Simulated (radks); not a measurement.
The gallium ion Ga3+, 28 electrons, occupied as [Ar] 3d10.

All-electron calculation, non-relativistic Kohn-Sham, PBE, spin-polarised, spherical densities, point nucleus. Program: a radial shooting solver on a logarithmic mesh with Libxc functionals.

Energy parts (hartree):
| part | energy |
|---|---|
| total | -1922.46029 |
| kinetic | 1921.21997 |
| electron-nucleus | -4567.87141 |
| Hartree | 798.13818 |
| exchange-correlation | -73.94704 |

Orbitals (lengths in bohr, moments of r in powers of bohr; r(90%) holds 90 % of the orbital's charge):
| orbital | occ. | eigenvalue (hartree) | <r^2> | r(90%) | <r> |
|---|---|---|---|---|---|
| 1s | 2 | -372.1036 | 0.003273 | 0.0880 | 0.04943 |
| 2s | 2 | -46.49855 | 0.05781 | 0.342 | 0.2215 |
| 2p | 6 | -41.33761 | 0.04521 | 0.314 | 0.1922 |
| 3s | 2 | -6.49288 | 0.5066 | 0.992 | 0.6626 |
| 3p | 6 | -4.81778 | 0.5501 | 1.05 | 0.6833 |
| 3d | 10 | -1.94229 | 0.7869 | 1.34 | 0.7839 |

The highest occupied level is 3d at -52.852 eV. The density falls to 0.001 e/bohr^3 at r = 2.58 bohr.
